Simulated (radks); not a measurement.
The silicon ion Si+, configuration [Ne] 3s2 6f1 (not the ground configuration). Calculated with a radial shooting solver on a logarithmic mesh with Libxc functionals: non-relativistic Kohn-Sham, r2SCAN, spin-polarised, spherical densities, point nucleus; open shells are filled with parallel spins first; meta-GGA in the generalised Kohn-Sham scheme.

Normalised radial functions P(r) = r R(r), r in bohr:

r,2p down,3s up
0.003594,0.0011,0.0284
0.005761,0.0028,0.0442
0.009237,0.0069,0.0674
0.01481,0.0172,0.0997
0.02374,0.0415,0.1398
0.03806,0.0967,0.1793
0.06102,0.2133,0.1940
0.09783,0.4319,0.1408
0.1568,0.7697,-0.0212
0.2514,1.1450,-0.2566
0.4031,1.3124,-0.3669
0.6411,1.0510,-0.1145
1.028,0.5057,0.4351
1.648,0.1184,0.7887
2.642,0.0098,0.5328
4.235,0.0002,0.1226
6.79,0.0000,0.0066
10.89,0.0000,0.0000
17.45,0.0000,0.0000
27.98,0.0000,0.0000
44.85,0.0000,0.0000
71.91,0.0000,0.0000

2p down: eigenvalue -117.51 eV, 0 radial nodes, <r> = 0.536 bohr, 90 % of the charge inside 0.898 bohr. 3s up: eigenvalue -27.112 eV, 2 radial nodes at r = 0.150, 0.715 bohr, <r> = 1.97 bohr, 90 % of the charge inside 2.93 bohr.
